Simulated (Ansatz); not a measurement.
Stepwise reaction of `C[O][Al]([F])[F]` with water, as a gas-phase model of exchange steps in deposition or etching. ΔE in kJ/mol; ΔG adds harmonic PBE0-D4 terms to CCSD(T)/CBS, at 1 bar.

Computed with Ansatz on PBE0-D4/def2-TZVP structures; ΔE is electronic, products minus reactants. CCSD(T)/CBS adds triple-zeta CCSD(T) − MP2 to the extrapolated MP2 energy (def2 sets, frozen cores). This one scheme is used for every species. Functionals use def2-TZVPP. B3LYP here is the variant with VWN-RPA as its local correlation; programs differ in this. Each species was taken in one conformer, which may not be the lowest.

```csv
step,reaction,PBE-D4,B3LYP-D4,ωB97M-V,CCSD(T)/CBS,ΔG(400 K)
1,`C[O][Al]([F])[F]` + H₂O → `C[O][Al]([OH])[F]` + H–F,42.7,44.4,44.0,45.2,46.1
2,`C[O][Al]([OH])[F]` + H₂O → `C[O][Al]([OH])[OH]` + H–F,45.6,47.4,46.8,47.2,48.5
```

Question: By hand: ΔE of the 2 steps together at CCSD(T)/CBS.

Answer: (45.2) + (47.2) = 92.4 kJ/mol, or 46.2 kJ/mol a step.

In ΔE the steps differ by no more than 2.0 kJ/mol. All are uphill at CCSD(T)/CBS. ΔG lies between 46.1 and 48.5 kJ/mol a step. PBE-D4 differs from CCSD(T)/CBS by -2.5 to -1.6 kJ/mol a step. Isolated molecules leave out the surface, adducts and barriers. Largest T1 diagnostic: 0.012.
